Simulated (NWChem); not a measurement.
System: BH2SeCl; SMILES [SeH]BCl

Input file for NWChem:

```
start job
memory heap 200 mb stack 900 mb global 1100 mb
geometry units angstroms noautosym nocenter noautoz
  B      0.750950     0.604115     0.000000
  Cl    -0.175508     2.086357     0.000000
  H      1.952147     0.658238     0.000000
  Se    -0.032341    -1.142605     0.000000
  H     -1.434933    -0.696869     0.000000
end
basis spherical
  * library def2-svpd
end
dft
  xc pbe0
  iterations 150
end
property
  response 1 0.0428
end
task dft property
```

Parts of the log:

```
             Northwest Computational Chemistry Package (NWChem) 7.3.0
             --------------------------------------------------------

                             Geometry "geometry" -> ""
                             -------------------------

 Output coordinates in angstroms (scale by  1.889725989 to convert to a.u.)

  No.       Tag          Charge          X              Y              Z
 ---- ---------------- ---------- -------------- -------------- --------------
    1 B                    5.0000     0.75095000     0.60411500     0.00000000
    2 Cl                  17.0000    -0.17550800     2.08635700     0.00000000
    3 H                    1.0000     1.95214700     0.65823800     0.00000000
    4 Se                  34.0000    -0.03234100    -1.14260500     0.00000000
    5 H                    1.0000    -1.43493300    -0.69686900     0.00000000

 Effective nuclear repulsion energy (a.u.)     196.1390639712

                              NWChem Property Module
                              ----------------------

                                 NWChem DFT Module
                                 -----------------

 Summary of "ao basis" -> "ao basis" (spherical)
 ------------------------------------------------------------------------------
       Tag                 Description            Shells   Functions and Types
 ---------------- ------------------------------  ------  ---------------------
 B                         def2-svpd                 8       20   4s2p2d
 Cl                        def2-svpd                11       27   5s4p2d
 H                         def2-svpd                 4        8   2s2p
 Se                        def2-svpd                15       41   6s5p4d

            General Information
            -------------------
          SCF calculation type: DFT
          Wavefunction type:  closed shell.
          No. of atoms     :     5
          No. of electrons :    58
           Alpha electrons :    29
            Beta electrons :    29
          Charge           :     0
          Spin multiplicity:     1
          Use of symmetry is: off; symmetry adaption is: off
          Maximum number of iterations: 150
          AO basis - number of functions:   104
                     number of shells:    42
          Convergence on energy requested:  1.00D-06
          Convergence on density requested:  1.00D-05
          Convergence on gradient requested:  5.00D-04

              XC Information
              --------------
                         PBE0 Method XC Functional
                     Hartree-Fock (Exact) Exchange  0.250
          PerdewBurkeErnzerhof Exchange Functional  0.750
            Perdew 1991 LDA Correlation Functional  1.000 local
           PerdewBurkeErnz. Correlation Functional  1.000 non-local

             Grid Information
             ----------------
          Grid used for XC integration:  medium
          Radial quadrature: Mura-Knowles
          Angular quadrature: Lebedev.
          Tag              B.-S. Rad. Rad. Pts. Rad. Cut. Ang. Pts.
          ---              ---------- --------- --------- ---------
          B                   0.85       49          11.0       434
          Cl                  1.00       88          13.0       590
          H                   0.35       45          11.0       434
          Se                  1.15      112          13.0       590
          Grid pruning is: on
          Number of quadrature shells:   339
          Spatial weights used:  Erf1

      Superposition of Atomic Density Guess
      -------------------------------------

 Sum of atomic energies:       -2884.34616260

      Non-variational initial energy
      ------------------------------

 Total energy =   -2885.279412
 1-e energy   =   -4401.657890
 2-e energy   =    1320.239414
 HOMO         =      -0.319862
 LUMO         =       0.004339

   convergence    iter        energy       DeltaE   RMS-Dens  Diis-err
 ---------------- ----- ----------------- --------- --------- ---------
 d= 0,ls=0.0,diis     1  -2886.8962179658 -3.08D+03  8.91D-03  3.60D-01
 d= 0,ls=0.0,diis     2  -2886.8950367013  1.18D-03  5.69D-03  3.33D-01
 d= 0,ls=0.0,diis     3  -2886.9391986408 -4.42D-02  1.55D-03  2.47D-02
 d= 0,ls=0.0,diis     4  -2886.9431241765 -3.93D-03  4.06D-04  1.30D-03
 d= 0,ls=0.0,diis     5  -2886.9433718037 -2.48D-04  7.24D-05  5.52D-05
  Resetting Diis
 d= 0,ls=0.0,diis     6  -2886.9433794792 -7.68D-06  1.53D-05  1.44D-06
 d= 0,ls=0.0,diis     7  -2886.9433796073 -1.28D-07  1.14D-05  2.58D-07
 d= 0,ls=0.0,diis     8  -2886.9433795938  1.35D-08  5.98D-06  3.96D-07

         Total DFT energy =    -2886.943379593803
      One electron energy =    -4403.173258513202
           Coulomb energy =     1439.818310249435
    Exchange-Corr. energy =     -119.727495301280
 Nuclear repulsion energy =      196.139063971244

 Numeric. integr. density =       58.000001255378

                       DFT Final Molecular Orbital Analysis
                       ------------------------------------

[...]

 DFT Linear Response polarizability / au
 Frequency  =       0.0428000 / au
 Wavelength =    1064.5643224 / nm
              X              Y              Z
 -----------------------------------------------
 X      53.8239844      2.3624848     -0.0000001
 Y       2.3624662     75.9241213      0.0000002
 Z      -0.0000001      0.0000002     44.9682277
 -----------------------------------------------
 Eigenvalues =      53.5742587     76.1738470     44.9682277
 Isotropic   =      58.2387778
 Anisotropic =      27.9159080
 -----------------------------------------------

 Magnetic Dipole Response Matrix (nonzero elements):

 Exiting AOResponse driver routine
```

Level: PBE0/def2-SVPD. All runs use the structure optimised with PBE0/def2-SVP.
